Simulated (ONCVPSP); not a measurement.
# Au, ONCV: configuration errors across variants

Au (Z = 79), optimised norm-conserving Vanderbilt (ONCV), made with ONCVPSP 4.0.1 (PW91, fully relativistic). Core [Kr] 4d10 4f14, reference 5s2 5p6 5d8 (charge +3). Waves: 5s: rc 1.55 bohr, ncon 4, nbas 8, qcut 8.4 1/bohr, 2 projectors, debl 0.9 Ha; 5p: rc 1.15 bohr, ncon 4, nbas 7, qcut 7.6 1/bohr, 1 projector; 5d: rc 2.10 bohr, ncon 4, nbas 9, qcut 8.7 1/bohr, 2 projectors, debl 2.2 Ha. Local part: polynomial inside 0.70 bohr (lpopt 4, dvloc0 3 Ha). Core correction: Teter function fitted to the true core (icmod 2), fcfact 0.35.

Open shells are filled in proportion to 2j + 1.

In the s channel the program set the typed energies aside and used -5.309, 0.050 Ha.

All-electron excitation energies from the reference (eV): (1) 5s2 5p6 5d10 6s1 -64.774; (2) 5s2 5p6 5d10 -55.265; (3) 5s2 5p6 5d9 -33.959; (4) 5s2 5p6 5d9 6s2 -63.076.

2 further variants failed, have other tests or another functional or relativity, and are left out.

A true bound ghost makes a file unfit for plane-wave use even where its test errors are small: the radial tests pick states by their node count and pass the ghost by.

Errors AE − PS in meV (a dash: test not solved or not reliable):

```tsv
change	(1)	(2)	(3)	(4)	bound ghosts	GHOST(+) flags above zero
base	+2.0	+2.4	+0.7	-6.1	s, p3/2	p1/2
p: qcut 5.8	+2.7	+2.6	+0.9	-5.2	s, p3/2	p1/2
d: ncon 3, nbas 8	+4.1	+6.1	+2.1	-6.3	s, p3/2	p1/2
d: qcut 10.8	+7.2	+13	+4.8	-7.3	d3/2, s, p3/2	d5/2, p1/2
d: nproj 1	+18	+19	+5.8	+1.1	s, p3/2	p1/2
p: rc 1.38	+3.4	+3.4	+1.2	-4.7	s, p3/2	none
p: rc 1.06	+1.7	+2.2	+0.7	-6.5	s, p3/2	p1/2
s: qcut 7.2; p: qcut 6.5; d: qcut 7.4	+1.8	+14	+5.0	-23	d3/2, s, p3/2	d5/2, p1/2
```

(1) Give the same row for: core correction Teter function fitted to the true core (icmod 2), fcfact 1.06.

## Answers

(1) +2.3, +2.8, +0.9, -5.9; bound ghosts: s, p3/2; GHOST(+) flags above zero: p1/2.
